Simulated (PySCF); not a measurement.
Br₂Ni, SMILES [Br][Ni-][Br] (connectivity only; charge and spin as stated), charge -1, multiplicity 2.

Geometry optimised at B3LYP-D3(BJ)/def2-SVPD. The multiplicity is an assumed one; other spin states were not compared.

Computed with B3LYP-D3(BJ)/def2-SVPD in PySCF.

Frequencies are harmonic and unscaled.

Modes within 1.5 cm⁻¹ of each other (mostly degenerate sets) share a row, with their intensities summed.

```json
[
 {"mode": "1–2", "ν (cm⁻¹)": "78", "IR (km/mol)": "4.2", "moving atoms (share of kinetic energy)": "Ni 73 %, Br 27 %"},
 {"mode": "3", "ν (cm⁻¹)": "179", "IR (km/mol)": "0.0", "moving atoms (share of kinetic energy)": "Br 100 %"},
 {"mode": "4", "ν (cm⁻¹)": "316", "IR (km/mol)": "32.5", "moving atoms (share of kinetic energy)": "Ni 73 %, Br 27 %"}
]
```
